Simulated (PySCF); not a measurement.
How the method moves the HOMO and LUMO of `[SiH3][SiH2][SiH]([SiH3])[SiH3]`

Species: Si₅H₁₂.
Atom-mapped SMILES: `[SiH3:1][SiH2:2][SiH:3]([SiH3:4])[SiH3:5]` (hydrogens: H6, H7, H8 on Si1; H9, H10 on Si2; H11 on Si3; H12, H13, H14 on Si4; H15, H16, H17 on Si5)

Cartesian coordinates in Å at the PBE0-D3(BJ)/def2-SVP level; atoms count from 1:
```
atom  x, y, z in Å
Si1    3.0112   -0.5842    0.0147
Si2    0.8246   -1.4187    0.1569
Si3   -0.6811    0.1864   -0.6528
Si4   -2.8748   -0.6089   -0.4316
Si5   -0.4190    2.1569    0.5893
H6     3.1187    0.6700    0.8221
H7     4.0118   -1.5717    0.5244
H8     3.3300   -0.2630   -1.4105
H9     0.7047   -2.6880   -0.6282
H10    0.4882   -1.7088    1.5872
H11   -0.3770    0.4632   -2.0947
H12   -3.0495   -1.8822   -1.1959
H13   -3.1445   -0.8755    1.0152
H14   -3.8661    0.3949   -0.9277
H15   -1.3876    3.2005    0.1326
H16   -0.6739    1.8623    2.0332
H17    0.9704    2.6907    0.4462
```

Basis pcSseg-1 throughout (PySCF), one geometry. Isolated species at its PBE0-D3(BJ)/def2-SVP geometry (one conformer only).

Question: How do the orbital energies, the gap and the dipole change with the method?

Answer: 
```
   method                    kind  HOMO (eV)  LUMO (eV)  gap (eV)  μ (D)  SCF cycles
      KT3                     GGA      -6.85      -1.22      5.63   0.11          11
    B97-2           global hybrid      -7.60      -0.48      7.12   0.12          11
     PBE0           global hybrid      -7.82      -0.49      7.32   0.12          11
BHandHLYP           global hybrid      -8.72       0.45      9.17   0.15          11
CAM-B3LYP  range-separated hybrid      -8.98       0.59      9.58   0.15           9
  wB97X-D  range-separated hybrid      -9.54       1.16     10.70   0.13          11
  LC-wPBE  range-separated hybrid     -10.26       1.55     11.80   0.13          12
```

The HOMO spans 3.40 eV, from KT3 down to LC-wPBE, and the gap runs from 5.63 eV (KT3) to 11.80 eV (LC-wPBE). Over the methods KT3 (0 %), B97-2 (21 %), PBE0 (25 %), BHandHLYP (50 %), a straight line through the gap against the share of exact exchange rises by 0.71 eV for each 10 % (correlation coefficient 1.000). The dipole ranges from 0.11 D (KT3) to 0.15 D (BHandHLYP). This basis has no diffuse functions.

The vertical ΔSCF ionisation energy at PBE0/def2-SVPD is 9.24 eV; −ε(HOMO) comes closest to it with CAM-B3LYP (8.98 eV).
